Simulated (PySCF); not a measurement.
C4H4, SMILES C=C1C=C1.

Geometry: B3LYP-D3(BJ)/def2-SVP.

Method: TDDFT-PBE/def2-SVPD run with PySCF.

Vertical excitations. Gas-phase values at a fixed geometry. State labels are in the subgroup C2v.

```json
[
 {"state": "S1", "symmetry": "B2", "energy (eV)": "3.61", "λ (nm)": "343", "f": "0.007", "main pairs": "HOMO→LUMO 98 %"},
 {"state": "S2", "symmetry": "B1", "energy (eV)": "5.48", "λ (nm)": "226", "f": "0.000", "main pairs": "HOMO→LUMO+1 98 %"},
 {"state": "S3", "symmetry": "B1", "energy (eV)": "5.72", "λ (nm)": "217", "f": "0.000", "main pairs": "HOMO−1→LUMO 97 %"},
 {"state": "S4", "symmetry": "A2", "energy (eV)": "5.93", "λ (nm)": "209", "f": "0.000", "main pairs": "HOMO→LUMO+3 100 %"},
 {"state": "S5", "symmetry": "B1", "energy (eV)": "5.99", "λ (nm)": "207", "f": "0.025", "main pairs": "HOMO→LUMO+4 100 %"},
 {"state": "S6", "symmetry": "B1", "energy (eV)": "6.99", "λ (nm)": "177", "f": "0.009", "main pairs": "HOMO→LUMO+5 100 %"},
 {"state": "S7", "symmetry": "A1", "energy (eV)": "7.00", "λ (nm)": "177", "f": "0.445", "main pairs": "HOMO→LUMO+2 92 %"},
 {"state": "S8", "symmetry": "A2", "energy (eV)": "7.04", "λ (nm)": "176", "f": "0.000", "main pairs": "HOMO→LUMO+6 98 %"},
 {"state": "S9", "symmetry": "A2", "energy (eV)": "7.41", "λ (nm)": "167", "f": "0.000", "main pairs": "HOMO−2→LUMO 98 %"},
 {"state": "S10", "symmetry": "B1", "energy (eV)": "7.61", "λ (nm)": "163", "f": "0.003", "main pairs": "HOMO→LUMO+7 100 %"},
 {"state": "T1", "symmetry": "B2", "energy (eV)": "2.86", "λ (nm)": "434", "f": "0", "main pairs": "HOMO→LUMO 98 %"},
 {"state": "T2", "symmetry": "A1", "energy (eV)": "4.66", "λ (nm)": "266", "f": "0", "main pairs": "HOMO→LUMO+2 99 %"},
 {"state": "T3", "symmetry": "B1", "energy (eV)": "5.27", "λ (nm)": "235", "f": "0", "main pairs": "HOMO−1→LUMO 98 %"},
 {"state": "T4", "symmetry": "B1", "energy (eV)": "5.41", "λ (nm)": "229", "f": "0", "main pairs": "HOMO→LUMO+1 98 %"}
]
```
Triplets are in the Tamm–Dancoff approximation, which puts them higher than full response would, so one can lie above its singlet here.
